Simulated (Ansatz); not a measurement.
System: CuF, charge 0, multiplicity 1. 
Structure (B3LYP-D3(BJ)/def2-TZVP (Ansatz, an electronic-structure program) minimum search):
```
Cu
F 1 1.7714
```
Charge 0, spin multiplicity 1.

Property: atomisation energy (electronic, to ground-state atoms), in kJ/mol. Correlated levels leave the core frozen unless marked. Open shells are spin-unrestricted. Spin-orbit coupling is left out. Frozen are the shells of the preceding noble gas and the d and f shells that filled before the atom's block. No relativistic terms. The coupled-cluster limit lacks core correlation, which all-electron functionals hold. Basis-set limits of correlation are two-point, X^-3; Hartree-Fock from the larger set.

```tsv
level	program	atomisation energy (kJ/mol)
BLYP-D3(BJ)/def2-TZVPD	Ansatz + dftd3	409.0
PBE0-D3(BJ)/def2-TZVP	Ansatz + dftd3	372.5
BHLYP-D4/def2-TZVPD	Ansatz + dftd4	348.4
r2SCANh/def2-TZVPD	Ansatz	388.5
MP2/CBS(def2-TZVPP,def2-QZVPP)	Ansatz	449.9
```

**Question.** What does CCSD(T)/CBS(def2-TZVPPD,def2-QZVPPD) (Ansatz) give?

**Answer.** 406.1 kJ/mol, so MP2/CBS(def2-TZVPP,def2-QZVPP) differs from it by 43.8 kJ/mol.
